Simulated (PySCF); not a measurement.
C₆ coefficients of unlike pairs at PBE0

Calculated with PySCF 2.14 from the dipole response of each species, C₆(A,B) = (3/π) ∫ α_A(iu) α_B(iu) du, in atomic units, from isotropic polarisabilities. For ions this is the dispersion term alone; charge-induced terms of lower order in 1/R come first.

| species | configuration | basis | relativity | α (bohr³) | C₆ (like pair) |
| --- | --- | --- | --- | --- | --- |
| Xe(2+) | [Kr] 4d10 5s2 5p4 (3P) | aug-cc-pVTZ-DK3 (8s7p5d2f) | spin-free X2C | 12.77 | 88.60 |
| Lu | [Xe] 4f14 5d1 6s2 (2D) | x2c-TZVPPall with one added diffuse shell each of s, p, d type (12s8p8d2f2g) | spin-free X2C | 144.7 | 1573 |
| Zn+ | [Ar] 3d10 4s1 (2S) | def2-TZVPPD (6s6p4d2f1g) | none | 19.04 | 73.47 |
| Co(2+) | [Ar] 3d7 (4F) | aug-cc-pVDZ (7s6p4d2f) | none | 3.314 | 9.245 |

Q: Estimate C₆ for Co(2+) with Lu.

A: The integral gives 82.37. The combination rule 2 C_A C_B / (C_A α_B/α_A + C_B α_A/α_B) gives 66.14 and the geometric mean 120.6.

No spin-orbit coupling is included.

The other pairs:

```json
{"pair": "Co(2+), Zn+", "C₆": "21.77"}
{"pair": "Lu, Xe(2+)", "C₆": "292.6"}
{"pair": "Co(2+), Xe(2+)", "C₆": "27.51"}
{"pair": "Zn+, Lu", "C₆": "323.1"}
{"pair": "Zn+, Xe(2+)", "C₆": "74.15"}
```
